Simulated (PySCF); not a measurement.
## Electron correlation in P²⁺ (phosphorus, charge +2)

[Ne] 3s1 3p2, high-spin 4P determinant (an excited configuration). All numbers are calculated (PySCF 2.14, the non-relativistic Hamiltonian (point nucleus), in dyall-acv3z). Frozen: [Ne]; 3 electrons correlated; the 23 highest virtual orbitals of each spin left out.

```json
{"level": "CCSD", "correlation energy (mhartree)": "-16.39"}
{"level": "(T)", "correlation energy (mhartree)": "-0.10"}
{"level": "CCSD(T)", "correlation energy (mhartree)": "-16.49"}
```

Diagnostics: T1 = 0.0023, D1 = 0.0053, largest double amplitude 0.055.

Cost of the coupled-cluster step: of the order of 24 core-seconds, for 3 correlated electrons.

Iterations:

```
CC2 = 0
CCSD nocc = (np.int64(3), np.int64(0)), nmo = (85, 85)
frozen orbitals [[0, 1, 2, 3, 4, 90, 91, 92, 93, 94, 95, 96, 97, 98, 99, 100, 101, 102, 103, 104, 105, 106, 107, 108, 109, 110, 111, 112], [0, 1, 2, 3, 4, 90, 91, 92, 93, 94, 95, 96, 97, 98, 99, 100, 101, 102, 103, 104, 105, 106, 107, 108, 109, 110, 111, 112]]
max_cycle = 100
direct = 0
conv_tol = 1e-08
conv_tol_normt = 1e-06
diis_space = 8
diis_start_cycle = 0
Init t2, MP2 energy = -0.0110361958655325
Init E_corr(UCCSD) = -0.0110361958680328
cycle = 1  E_corr(UCCSD) = -0.0144292017816379  dE = -0.00339300591  norm(t1,t2) = 0.0246357
cycle = 2  E_corr(UCCSD) = -0.0156287611160539  dE = -0.00119955933  norm(t1,t2) = 0.00975559
cycle = 3  E_corr(UCCSD) = -0.0163958836679451  dE = -0.000767122552  norm(t1,t2) = 0.0040379
cycle = 4  E_corr(UCCSD) = -0.0163878954241455  dE = 7.9882438e-06  norm(t1,t2) = 0.000300081
cycle = 5  E_corr(UCCSD) = -0.0163890103266764  dE = -1.11490253e-06  norm(t1,t2) = 3.9725e-05
cycle = 6  E_corr(UCCSD) = -0.0163887607059439  dE = 2.49620732e-07  norm(t1,t2) = 4.60437e-06
cycle = 7  E_corr(UCCSD) = -0.0163888734609352  dE = -1.12754991e-07  norm(t1,t2) = 6.07082e-07
cycle = 8  E_corr(UCCSD) = -0.0163888581920335  dE = 1.52689016e-08  norm(t1,t2) = 1.28284e-07
cycle = 9  E_corr(UCCSD) = -0.0163888546262756  dE = 3.56575799e-09  norm(t1,t2) = 4.9955e-08
UCCSD converged
E(UCCSD) = -339.4677603824888  E_corr = -0.01638885462627556
UCCSD(T) correction = -9.5549855832058e-05
```
